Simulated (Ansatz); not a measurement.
A nudged elastic band was laid between two geometries of AsBH₃O (6 atoms, charge 0, multiplicity 2).

The calculation used UHF/def2-SVP in Ansatz 0.2.0.

| Property | Result |
| --- | --- |
| movable images | 7 |
| climbing image | yes |
| spring | 5.0 eV/Å² |
| optimiser | quadratic models (default) |
| start path | IDPP |
| force threshold | 0.05 eV/Å |
| iteration limit | 60 |
| end points | relaxed |

Initial state:

```xyz
6
Properties=species:S:1:pos:R:3
O -0.614 -1.008 -1.385
B -0.971 -0.366 -0.282
As 0.223 0.238 1.286
H 0.311 -1.159 -1.525
H 1.430 0.684 0.485
H -0.379 1.610 1.421
```

Final state:

```xyz
6
Properties=species:S:1:pos:R:3
O -0.515 -1.636 -0.610
B -0.953 -0.473 -0.150
As 0.050 1.326 -0.055
H 0.394 -1.692 -0.872
H 1.414 0.800 0.346
H -0.390 1.675 1.341
```

What changes between the two ends?

No bond is made or broken. The height of As3 over the plane of its neighbours goes from 0.83 to -0.83 Å. The two ends are copies of one structure, up to a mirror image or an exchange of like atoms.

Give the energies along the band, and the barrier.

The forces met the threshold. The highest image is number 4 of 0 to 8, 21.1 kcal/mol above the ends, which have the same energy within 2 meV. A vibrational analysis at the climbing image gives one clearly imaginary mode, 672i cm⁻¹: a first-order saddle point.

```tsv
image	path coordinate (Å)	energy (kcal/mol)	height of As3 over the plane of its neighbours (Å)
0	0.00	0.0	0.83
1	0.29	0.3	0.81
2	0.58	4.0	0.63
3	0.87	14.3	0.33
4	1.15	21.1	0.00
5	1.44	14.3	-0.33
6	1.73	4.0	-0.63
7	2.02	0.3	-0.81
8	2.31	0.0	-0.83
```

What is the geometry of the highest image?


```xyz
6
Properties=species:S:1:pos:R:3
O -0.648 -1.609 -0.925
B -0.941 -0.555 -0.167
As 0.165 0.872 0.541
H 0.251 -1.729 -1.195
H 1.621 1.097 0.380
H -0.447 1.923 1.365
```

What are the harmonic wavenumbers there?

672i, 264, 343, 507, 531, 648, 1020, 1055, 1433, 2456, 2550, 4156 cm⁻¹.

The band took 6 iterations and of the order of 80 core-seconds.

Run time: 83 s on 1 thread of Arm Neoverse V1, with other jobs on the host, peak memory 0.16 GiB.
